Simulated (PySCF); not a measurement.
# Sn₂ from Hartree–Fock to correlated methods

State: ³Σg⁻ (triplet), unpaired electrons π ↑↑. Set-up: Sn def2-SVP with ECP28; scalar-relativistic core potentials (PySCF 2.14). De refers to Sn + Sn in their high-spin ground configurations, without counterpoise correction. The functionals are run spin-unrestricted.

```csv
Level,Re (Å),ωe (cm⁻¹),De (eV),"CPU s a point (SCF and correlation, without the integrals)"
UHF,2.728,216,0.80,0.11
UHF-MP2,2.776,193,1.92,0.21
UHF-SCS-MP2,2.768,197,1.70,n/a
UHF-CCSD,2.778,196,1.78,n/a
UHF-CCSD(T),2.795,188,1.93,11
PBE,2.809,181,2.62,0.64
PBEsol,2.780,187,2.83,0.43
r²SCAN,2.772,191,2.45,0.82
r²SCANh,2.759,196,2.37,0.99
PBE0,2.761,196,2.37,0.96
HSE06,2.771,193,2.47,0.92
BHandHLYP,2.750,202,2.08,0.45
```

The bond length runs from 2.728 Å (UHF) to 2.809 Å (PBE). De spans 0.80 eV (UHF, mean field) to 2.83 eV (PBEsol, GGA). Correlation at CCSD(T) changes the Hartree–Fock bond energy by +1.13 eV; the triples alone change it by +0.15 eV.

Correlated steps freeze 8 core orbitals. Correlated levels converge slowly with the basis: in double zeta they bind strong bonds too weakly, by up to about 1 eV, and carry superposition errors of some tenths. These are scalar-relativistic numbers at best; spin–orbit coupling would shift them, the dissociation energy most. The state is the lowest determinant that a PBE0 search found; another state may lie lower at other levels.

The whole job (state search and all levels along the bond) took about 3 min on 1 thread of Arm Neoverse V2 (shared host), peak memory 0.58 GiB.
